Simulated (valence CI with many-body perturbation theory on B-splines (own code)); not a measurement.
**Questions on Re54+**

Level of theory: relativistic CI+MBPT: three valence electrons over a frozen Dirac-Fock core [Ar], radial functions for each j: 9 s, 9 p, 10 d, 8 f, 5 g, 3 h, 1 i, with the one-electron correlation potential Σ1 (screened to all orders), the two-electron term Σ2, the three-electron term Σ3, Breit, model QED; selected single and double excitations, second order for the rest (own B-spline code, finite nucleus).

The last digits are not significant, and no measured levels were compared; by estimate large intervals hold to a few tenths of a per cent, small ones and those within an open d or f shell to about a per cent. The list stops below the first excitations out of the core. Only levels of the ground parity were solved; by the run's estimate the other parity begins above the list, which can be wrong where configurations are misplaced.

Levels are named by their leading jj configuration (3d3/2^4 stands for four electrons in 3d with j = 3/2), which in mixed levels can hold well under half, so a name can repeat and another be missing.

Rates and lifetimes use the calculated energies. Strong lines usually hold to 10 to 20 %, long lifetimes can be off by a factor of two.

(1) What is the ground level?

(2) How well does LS coupling describe the low levels?

(3) What is the ionisation energy?

Answers

(1) (3d3/2^3) J=3/2, composition 43 % 3d3 4F + 40 % 3d3 2D + 11 % 3d3 2P, g = 0.723.

(2) Among the lowest 17 levels the leading LS term, summed over configurations, holds 57 % on average. For single configurations the figures are 57 % in LS and 99 % in jj coupling. Terms mix most in the J = 3/2 level at 618780 cm⁻¹, where the leading one holds 38 %.

(3) 5237.7 eV; NIST lists 5236 ± 5 eV (theoretical).
